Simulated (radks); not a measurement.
Problem. Pb, 82 electrons, occupied as [Hg] 6p2. Calculated with a radial shooting solver on a logarithmic mesh with Libxc functionals: scalar-relativistic Kohn-Sham, LDA (Slater exchange, Perdew-Wang correlation), spin-polarised, spherical densities, point nucleus; open shells are filled with parallel spins first (spin-orbit coupling, left out, can overturn this in heavy ions); hard spherical wall at 15 bohr. Some entries of the table are withheld. Estimate them.

orbital  occ.  eigenvalue (hartree)  <r^2> (bohr^2)
1s up       1             -3236.484       0.0003574
1s down     1             -3236.483       0.0003574
2s up       1             -578.9233        0.005424
2s down     1             -578.9230        0.005424
2p up       3             -496.6952        0.004620
2p down     3             -496.6948        0.004620
3s up       1             -138.9548         0.03490
3s down     1             -138.9544         0.03490
3p up       3             -115.3852         0.03615
3p down     3             -115.3847         0.03615
3d up       5             -91.32686         0.02994
3d down     5             -91.32647         0.02994
4s up       1             -31.42819          0.1668
4s down     1             -31.42755          0.1668
4p up       3             -23.70345          0.1912
4p down     3             -23.70275          0.1912
4d up       5             -14.76685          0.2146
4d down     5             -14.76607          0.2146
5s up       1              -5.30388          0.8145
5s down     1              -5.30218          0.8143
4f up       7              -4.89280          0.2468
4f down     7              -4.89192          0.2467
5p up       3              -3.15557           1.077
5p down     3              -3.15352           1.075
5d up       5              -0.78166           2.008
5d down     5              -0.77440           1.976
6s up       1              -0.46334           6.082
6s down     1              -0.43234           5.975
6p up       2              -0.14907           12.70
6p down     0              -0.11292           13.61
7s up       0              -0.02114           52.80
7s down     0              -0.01029           58.84
6d up       0               0.03147             (1)
6d down     0               0.04065             (2)
5f up       0               0.08440           94.88
5f down     0               0.08755           98.15

Solution. 
(1) 6d up <r^2> (bohr^2): 63.81
(2) 6d down <r^2> (bohr^2): 73.42
